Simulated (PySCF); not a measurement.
## [Zr(NH2)4] (charge 0, multiplicity 1)

Calculation: PBE-D3(BJ)/def2-TZVP // BP86-D3(BJ)/def2-SVP (PySCF).

| Property | Result |
|---|---|
| HOMO | -5.34 eV |
| dipole moment | 0.02 D |
| HOMO–LUMO gap | 4.49 eV |
| LUMO | -0.85 eV |
| charge on the central atom (Mulliken) | 1.51 e |
| total energy | -7371.17 eV |
| cost | about 120 core-seconds (a rough figure) |

```xyz
13

Zr    -0.2416    -0.1169    -0.0838
N      0.2020     1.8565    -0.4762
H      0.9671     2.3601    -0.0065
H     -0.1853     2.4814    -1.1936
N     -1.3639    -0.2534     1.6385
H     -1.5546     0.4599     2.3526
H     -1.9243    -1.0846     1.8727
N      1.5236    -1.1566     0.1399
H      2.3448    -0.9904    -0.4583
H      1.8010    -1.8287     0.8655
N     -1.3310    -0.9114    -1.6421
H     -1.0351    -1.5652    -2.3772
H     -2.3467    -0.7753    -1.7399
```
Charge 0, spin multiplicity 1.
